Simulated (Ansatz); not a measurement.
Reaction (formal exchange of groups at the Si–C bond): `O[SiH](O)C[SiH](O)F` + `C[SiH2]Cl` → `O[SiH](O)C[SiH2]Cl` + `C[SiH](O)F`

Program: Ansatz. Geometries: PBE0-D4/def2-TZVP. ΔE: electronic, gas phase. CCSD(T)/CBS adds triple-zeta CCSD(T) − MP2 to the extrapolated MP2 energy (def2 sets, frozen cores). DFT in def2-TZVPP. B3LYP here is the variant with VWN-RPA as its local correlation; programs differ in this. One conformer a species, not always the lowest.

`O[SiH](O)C[SiH](O)F`:

```xyz
14

O     0.041    0.362    2.230
Si    0.108   -0.827    1.109
O    -1.385   -1.175    0.468
C     1.093   -0.313   -0.379
Si    0.227    1.038   -1.312
O    -1.213    0.532   -1.868
F     0.028    2.223   -0.234
H    -0.089    1.255    1.898
H     0.626   -2.007    1.836
H    -2.066   -1.476    1.072
H     1.234   -1.171   -1.045
H     2.082    0.026   -0.053
H     0.969    1.627   -2.443
H    -1.656   -0.095   -1.279
```

`C[SiH2]Cl`:

```xyz
8

C    -0.524   -0.635   -0.586
Si    0.324    0.546    0.569
Cl    2.270    0.840   -0.046
H    -1.556   -0.797   -0.264
H    -0.012   -1.599   -0.599
H    -0.539   -0.238   -1.603
H     0.377    0.012    1.952
H    -0.340    1.872    0.577
```

`O[SiH](O)C[SiH2]Cl`:

```xyz
13

O     0.177    0.687   -1.866
Si    0.467   -0.704   -1.037
O     1.998   -0.813   -0.467
C    -0.791   -0.672    0.336
Si   -0.838    0.889    1.338
Cl    1.084    1.367    1.971
H     0.726    0.877   -2.628
H     0.321   -1.887   -1.918
H     2.231   -0.198    0.235
H    -1.790   -0.800   -0.100
H    -0.612   -1.522    1.001
H    -1.335    2.043    0.558
H    -1.637    0.733    2.577
```

`C[SiH](O)F`:

Z-matrix (Å, degrees):
```
C
Si 1 1.851
H 1 1.093 2 110.5
H 1 1.093 2 110.6 3 -119.8
H 1 1.093 2 111.4 3 119.7
O 2 1.634 1 113.2 3 179.7
F 2 1.601 1 107.2 3 -59.2
H 2 1.477 1 113.7 3 59.6
H 6 0.958 2 119.0 1 51.4
```

```csv
level,ΔE (kJ/mol),difference from CCSD(T)/CBS
PBE-D4,16.1,1.8
r2SCAN-D4,17.1,2.8
PBE0-D4,15.7,1.4
B3LYP-D4,14.6,0.3
ωB97X-V,16.2,1.9
ωB97M-V,16.6,2.3
B2PLYP,14.9,0.6
PBE,16.1,1.8
r2SCAN,17.2,2.9
PBE0,15.9,1.6
B3LYP,14.7,0.4
HF/def2-TZVPP,11.2,-3.1
MP2/def2-TZVPP,14.3,0.0
SCS-MP2/def2-TZVPP,13.5,-0.8
CCSD/def2-TZVPP,14.5,0.2
CCSD(T)/def2-TZVPP,15.2,0.9
HF/def2-QZVPP,10.6,-3.7
MP2/def2-QZVPP,13.6,-0.7
SCS-MP2/def2-QZVPP,12.8,-1.5
HF/CBS(def2),10.6,-3.7
MP2/CBS(def2),13.4,-0.9
CCSD/CBS(def2),13.6,-0.7
CCSD(T)/CBS,14.3,0
```

Largest T1 diagnostic among the species: 0.012.

In def2-TZVPP, CCSD(T) changes the Hartree–Fock value by +4.1 kJ/mol (the triples alone add +0.7 kJ/mol) and MP2 by +3.2 kJ/mol.
